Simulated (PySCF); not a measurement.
## Spectroscopy problems

Calculated, not measured (PySCF 2.14): shielding tensors at PBE0/pcSseg-1 (GIAO), geometry from GFN2-xTB. Equivalent nuclei averaged, one computed conformer, no solvent, relativity neglected.

Chemical shifts δ = σref − σ; TMS for ¹H (σref 31.72), ¹³C (σref 186.93), all at this level. Splittings of carbon signals by F and P are missing where no couplings were computed. Where no couplings were computed, multiplicities follow the n + 1 count of equivalent neighbours, and m marks all less simple cases (inequivalent or close neighbours, rings, F or P nearby). Shifts are as computed. Against solution values, carbons near 30 ppm lie about +3 ppm off and those near 130 ppm about +5 ppm; carbons on Cl a further +6 ppm. Of 1211 compounds with measured shifts, 218 miss one by over three times the rms of a fit or turn the order of signals round; such compounds aren't used in these exercises. Carbons bonded to Cl come out too deshielded.

Q: C₈H₁₁N. ¹H NMR (300 MHz, computed): δ 7.96 (m, 1H), 5.02 (m, 1H), 2.16 (m, 1H), 2.16 (m, 1H), 1.70 (m, 1H), 1.69 (d, 1H), 1.51 (m, 1H), 1.18 (m, 1H), 0.99 (d, 3H). ¹³C{¹H} NMR (computed): δ 168.6 (CH), 90.7 (C), 77.8 (CH), 52.1 (CH), 41.1 (CH2), 39.6 (CH2), 25.2 (CH), 24.2 (CH3). Give a structure.

A: `C#C[C@@H]1C[C@@H](C)CC=N1`. The formula gives 4 degrees of unsaturation (1 ring in the answer). 8 carbon signals for 8 carbons: no two carbons are equivalent. Carbon types of the structure: 1 × C, 4 × CH, 2 × CH2, 1 × CH3, which accounts for all hydrogens. δC 168.6: C=N carbon. δC 90.7: alkyne carbon; sp carbons lie upfield of alkene carbons because the cylindrical π system leaves one tensor component strongly shielded. δC 77.8: terminal alkyne carbon; sp carbons lie upfield of alkene carbons because the cylindrical π system leaves one tensor component strongly shielded. δC 25.2: sp3 CH in a ring; a saturated carbon with 3 carbon neighbours and no heteroatom attached.

The shifts were computed for this structure.

Q: C₆H₄ClFO₂. ¹H NMR (600 MHz, computed): δ 2.75 (m, 1H), 1.33 (d, 3H). ¹³C{¹H} NMR (computed): δ 198.0, 197.6, 177.8, 147.5, 50.8, 15.8. Identify the compound.

A: SMILES C[C@@H]1C(=O)C(F)=C(Cl)C1=O. The formula gives 4 degrees of unsaturation (1 ring in the answer). 6 carbon signals for 6 carbons: no two carbons are equivalent. Carbon types of the structure: 4 × C, 1 × CH, 1 × CH3, which accounts for all hydrogens. δC 198.0, 197.6: ketone carbonyl carbon; low-lying n→π* states of the double bond to the heteroatom give a large paramagnetic term (-262 ppm). δC 177.8, 147.5: β carbon of a C=C–C=O unit; conjugation with the carbonyl draws π density from the β position. δC 50.8: sp3 CH α to a carbonyl; α to the electron-withdrawing carbonyl group. δC 15.8: methyl carbon; aliphatic region, no heteroatom directly attached.

This is the structure that produced the data.

Q: C₈H₁₀O. ¹H NMR (500 MHz, computed): δ 6.36 (br s, 1H), 6.32 (m, 1H), 6.18 (m, 1H), 5.93 (br s, 1H), 5.71 (br s, 1H), 5.58 (m, 1H), 5.56 (br s, 1H), 2.31 (s, 3H). ¹³C{¹H} NMR (computed): δ 202.3, 159.2, 155.0, 144.6, 132.8, 122.7, 120.4, 32.9. Give a structure.

A: `C=CC(=C)C(=C)C(C)=O`. The formula gives 4 degrees of unsaturation (no ring in the answer). 8 carbon signals for 8 carbons: no two carbons are equivalent. Carbon types of the structure: 3 × C, 1 × CH, 3 × CH2, 1 × CH3, which accounts for all hydrogens. δC 202.3: ketone carbonyl carbon; low-lying n→π* states of the double bond to the heteroatom give a large paramagnetic term (-263 ppm). δC 159.2: α carbon of a C=C–C=O unit; as expected for a trigonal carbon in a double bond. δC 144.6: alkene CH; as expected for a trigonal carbon in a double bond. δC 122.7, 120.4: terminal =CH2 carbon; as expected for a trigonal carbon in a double bond.

The data come from this structure; uniqueness wasn't tested.
